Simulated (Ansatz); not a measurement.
C₃H₇ClO₂Si (`C=C[Si](O)(Cl)OC`). Total charge 0; spin multiplicity 1. The geometry is a stationary point of PBE0-D4/def2-TZVP. It is one conformer, not always the lowest.

```xyz
14

C    -0.531    0.628   -2.228
C    -0.886    0.800   -0.959
Si   -0.712   -0.469    0.363
O    -2.146   -0.634    1.108
Cl   -0.108   -2.251   -0.486
O     0.385   -0.070    1.498
C     1.775    0.042    1.282
H    -0.631    1.420   -2.965
H    -0.131   -0.316   -2.584
H    -1.286    1.768   -0.658
H    -2.172   -1.146    1.919
H     2.000    0.772    0.497
H     2.235    0.377    2.213
H     2.207   -0.923    1.000
```

(1) What is the dipole moment at PBE/def2-TZVPP? (Estimate.)

(2) And with r2SCAN, B3LYP, ωB97M-V? (Estimate.)

(3) Give the Mulliken charges with PBE, B3LYP, ωB97M-V in def2-TZVPP. (Estimate.)

Answers

(1) Computed: 1.40 D, with components (0.99, 0.93, 0.33) D in this frame, pointing from negative to positive charge.

(2) The calculation gave: r2SCAN 1.45 D, B3LYP 1.47 D, ωB97M-V 1.46 D.

(3) The calculation gave: 
```csv
atom,PBE,B3LYP,ωB97M-V
C1,-0.15,-0.17,-0.16
C2,-0.20,-0.24,-0.27
Si3,0.60,0.74,0.70
O4,-0.35,-0.39,-0.37
Cl5,-0.25,-0.27,-0.23
O6,-0.29,-0.36,-0.35
C7,-0.14,-0.12,-0.18
H8,0.10,0.11,0.11
H9,0.09,0.10,0.10
H10,0.09,0.10,0.11
H11,0.19,0.19,0.18
H12,0.10,0.10,0.12
H13,0.11,0.11,0.13
H14,0.09,0.10,0.12
```

B3LYP here is the variant with VWN-RPA as its local correlation; programs differ in this.
